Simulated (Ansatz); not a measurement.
Reaction (atomization): `O[SiH2][SiH](O)Cl` → Cl• + 5 H• + 2 O• + 2 Si•

Program: Ansatz. Geometries: PBE0-D4/def2-TZVP. ΔE: electronic, gas phase. CBS: MP2 limit from def2 TZ/QZ plus the TZ coupled-cluster correction, frozen cores. This one scheme is used for every species, atoms too. DFT in def2-TZVPP. Open shells (•) are unrestricted, without spin–orbit coupling. Spin–orbit coupling would lower the free atoms: a little for Cl, O, Si. Each species was taken in one conformer, which may not be the lowest.

```tsv
species	r2SCAN-D4 energy (Eh)
`O[SiH2][SiH](O)Cl`	-1192.73470
Cl•	-460.11693
H•	-0.49993
O•	-75.05861
Si•	-289.34127
```

Q: Work out ΔE.

A: ΔE = 5 × (-0.49993) + 2 × (-75.05861) + 2 × (-289.34127) + (-460.11693) − (-1192.73470) = 1.31836 Eh = +827.3 kcal/mol. CCSD(T)/CBS gives +830.9 kcal/mol.

Largest T1 diagnostic among the species: 0.012.

The D4 term adds +9.7 kcal/mol with B3LYP and +5.1 kcal/mol with PBE0; it sums over pairs of atoms, weighted by their polarisabilities, and B3LYP, whose exchange is more repulsive, gets the larger term. In def2-TZVPP, CCSD(T) changes the Hartree–Fock value by +206.8 kcal/mol (the triples alone add +12.0 kcal/mol) and MP2 by +223.7 kcal/mol; breaking electron pairs costs correlation energy, which Hartree–Fock lacks.

B3LYP here is the variant with VWN-RPA as its local correlation; programs differ in this.

For atomizations the MP2-based limit and the directly extrapolated one differ by several kJ/mol either way, and by 10 to 25 for some Ge, Se and Sn compounds, so smaller differences from it don't rank the levels.
